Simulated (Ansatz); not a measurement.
CH$_{9}$AlOSi$_{2}$, SMILES `C[SiH]([AlH2])O[SiH3]`, relaxed with RKS PBE0-D4/def2-TZVP in Ansatz 0.2.0 from a PBE-D4/def2-SVP geometry. The force threshold is 0.005 eV/Å; the program also tests the step.

Charge 0, multiplicity 1.

Start:

```xyz
14

C    -1.272    1.063    1.069
Si   -0.415    0.330   -0.450
Al   -1.818   -1.188   -1.809
O     0.918   -0.594    0.052
Si    2.491   -0.386    0.580
H    -2.140    1.681    0.756
H    -0.578    1.711    1.642
H    -1.644    0.269    1.747
H     0.092    1.495   -1.285
H    -1.139   -2.287   -2.762
H    -3.423   -1.103   -1.768
H     3.261    0.497   -0.371
H     2.523    0.246    1.950
H     3.144   -1.737    0.648
```

| step | energy (eV) | largest force (eV/Å) | largest move (Å) |
| --- | --- | --- | --- |
| 1 | -25573.4568 | 0.745 | 0.000 |
| 2 | -25573.5209 | 0.442 | 0.038 |
| 3 | -25573.5374 | 0.090 | 0.027 |
| 4 | -25573.5380 | 0.034 | 0.018 |
| 5 | -25573.5385 | 0.032 | 0.023 |
| 6 | -25573.5389 | 0.025 | 0.024 |
| 7 | -25573.5392 | 0.015 | 0.037 |
| 8 | -25573.5398 | 0.039 | 0.070 |
| 9 | -25573.5403 | 0.074 | 0.069 |
| 10 | -25573.5407 | 0.079 | 0.036 |
| 11 | -25573.5413 | 0.084 | 0.081 |
| 12 | -25573.5413 | 0.088 | 0.054 |
| 13 | -25573.5423 | 0.014 | 0.032 |
| 14 (rejected) | -25573.5421 | 0.054 | 0.031 |
| 15 | -25573.5425 | 0.003 | 0.015 |
| 16 | -25573.5426 | 0.010 | 0.041 |
| 17 | -25573.5427 | 0.024 | 0.059 |
| 18 | -25573.5428 | 0.016 | 0.006 |
| 19 | -25573.5428 | 0.015 | 0.028 |
| 20 | -25573.5429 | 0.012 | 0.021 |
| 21 | -25573.5429 | 0.010 | 0.015 |
| 22 | -25573.5429 | 0.010 | 0.003 |
| 23 | -25573.5430 | 0.019 | 0.012 |
| 24 | -25573.5430 | 0.012 | 0.015 |
| 25 | -25573.5430 | 0.008 | 0.016 |
| 26 | -25573.5430 | 0.005 | 0.015 |
| 27 | -25573.5431 | 0.003 | 0.013 |
| 28 | -25573.5431 | 0.005 | 0.010 |
| 29 | -25573.5431 | 0.003 | 0.006 |

End:

```xyz
14

C    -1.266    0.988    1.090
Si   -0.397    0.296   -0.419
Al   -1.821   -1.174   -1.800
O     0.954   -0.531    0.056
Si    2.499   -0.334    0.547
H    -2.149    1.559    0.788
H    -0.604    1.657    1.646
H    -1.591    0.193    1.765
H     0.050    1.470   -1.241
H    -1.328   -2.599   -2.304
H    -3.277   -0.686   -2.225
H     3.219    0.597   -0.363
H     2.542    0.223    1.926
H     3.169   -1.658    0.534
```

Hardware: 4 threads of an Arm Neoverse V2 on a shared host. Wall time 110 s, peak host memory 0.72 GiB.
